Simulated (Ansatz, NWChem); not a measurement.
## Ligand exchange: SiH(NH2)2(SiH3) + SiH3(InH2) → SiH(NH2)(SiH3)2 + InH2(NH2)

Species: SiH(NH2)2(SiH3), singlet; SiH3(InH2), singlet; SiH(NH2)(SiH3)2, singlet; InH2(NH2), singlet. The partners trade NH2 for SiH3: Si–NH2 and In–SiH3 bonds give way to Si–SiH3 and In–NH2.

Shapes, held fixed at every level: PBE0-D4/def2-TZVP. Flexible molecules stand in one conformer, not always the lowest. Programs: Ansatz 0.2.0. Electronic energies: no zero-point or thermal term.

| level | kind | ΔE (kJ/mol) | less CCSD(T)/def2-TZVPP |
| --- | --- | --- | --- |
| HF/def2-SVP | Hartree–Fock | +80.1 | +18.2 |
| SPW92/def2-TZVPP | LDA | +61.6 | -0.3 |
| PBE-D4/def2-TZVPP | GGA | +56.5 | -5.4 |
| PBE0-D4/def2-TZVPP | global hybrid | +63.5 | +1.6 |
| MP2/def2-TZVPP | perturbation theory | +63.2 | +1.3 |
| CCSD(T)/def2-SVP | coupled cluster or CI | +56.7 | -5.2 |
| CCSD/def2-TZVPP | coupled cluster or CI | +65.5 | +3.6 |
| CCSD(T)/def2-TZVPP | coupled cluster or CI | +61.9 | 0.0 |

The highest level, CCSD(T)/def2-TZVPP, gives ΔE = +61.9 kJ/mol; the levels span +56.5 to +80.1. The column of differences is taken from that level and isn't an error. No measured value is set beside it here. For atoms past krypton def2 sets carry core potentials with scalar relativity. Outer-core shells of In are correlated in most correlated rows, in sets that cover them unevenly.
